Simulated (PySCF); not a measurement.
F+: excitation energy

F+ [He] 2s2 2p4 (3P) → F+ [He] 2s1 2p4 3d1 (high-spin determinant), as a difference of total energies. Computed with PySCF 2.14 in aug-cc-pwCVQZ (9s8p6d4f2g, 109 functions), with the non-relativistic Hamiltonian (point nucleus). Correlated levels: valence: 1s2 frozen; valence and next inner shell: nothing frozen. The calculations carry no spin-orbit coupling.

```json
{"method": "UHF", "excitation energy (eV)": "49.438"}
{"method": "LDA", "excitation energy (eV)": "49.324"}
{"method": "PBE", "excitation energy (eV)": "48.986"}
{"method": "PBE0", "excitation energy (eV)": "49.460"}
{"method": "r2SCAN", "excitation energy (eV)": "49.166"}
{"method": "PW91", "excitation energy (eV)": "49.096"}
{"method": "BHandHLYP", "excitation energy (eV)": "50.254"}
{"method": "TPSSh", "excitation energy (eV)": "49.592"}
{"method": "MP2 (valence)", "excitation energy (eV)": "50.630"}
{"method": "SCS-MP2 (valence)", "excitation energy (eV)": "50.866"}
{"method": "MP2 (valence and next inner shell)", "excitation energy (eV)": "50.620"}
{"method": "SCS-MP2 (valence and next inner shell)", "excitation energy (eV)": "50.861"}
```

Task: How much does correlation contribute at MP2 (valence and next inner shell)?

Result: 50.620 − (49.438) = 1.182 eV, measured against UHF.

The upper state lies above the first ionisation limit, where it may autoionise and the basis confines it. A Rydberg-like electron needs more diffuse functions than a valence basis has.

The promoted electron is Rydberg-like, and one or two diffuse shells describe it only roughly, which tends to raise the upper state.

The determinant of the upper state mixes LS terms, which raises its energy above the lowest term, most at the Hartree-Fock and MP2 levels.
